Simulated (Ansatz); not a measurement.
Basis sets compared for Sn₄Ge⁻ (the lowest doublet isomer of a short search). The state is a doublet with charge -1. Geometry r2SCAN-D4/def2-SVPD. Ansatz on 4 threads of Arm Neoverse V2 on a shared host; times are rough, and most runs start from earlier orbitals.

```xyz
5

Ge    1.1693   -0.5903    0.6710
Sn   -0.0553   -1.9510   -1.2232
Sn    0.2288    1.0245   -1.5087
Sn   -1.6858   -0.2889    0.6726
Sn    0.3430    1.8058    1.3883
```

In the def2 sets Sn takes a core potential; there is no spin–orbit coupling. The structure comes from a short search, and lower isomers may exist.

```json
{"level": "PBE-D4/def2-SVPD", "functions": "166", "energy (Eh)": "-2933.8842", "HOMO (eV)": "-0.86", "LUMO (eV)": "-0.30", "wall time": "7 s"}
{"level": "PBE0-D4/def2-SVPD", "functions": "166", "energy (Eh)": "-2933.9556", "HOMO (eV)": "-1.59", "LUMO (eV)": "0.34", "wall time": "12 s"}
```

(1) Estimate the rows for PBE-D4/def2-TZVPD, PBE0-D4/def2-TZVPD (with forces).

## Answers

(1) 
```
                           level  functions  energy (Eh)  HOMO (eV)  LUMO (eV)  wall time
               PBE-D4/def2-TZVPD        278   -2934.1696      -0.90      -0.33       11 s
PBE0-D4/def2-TZVPD (with forces)        278   -2934.2384      -1.61       0.32       30 s
```
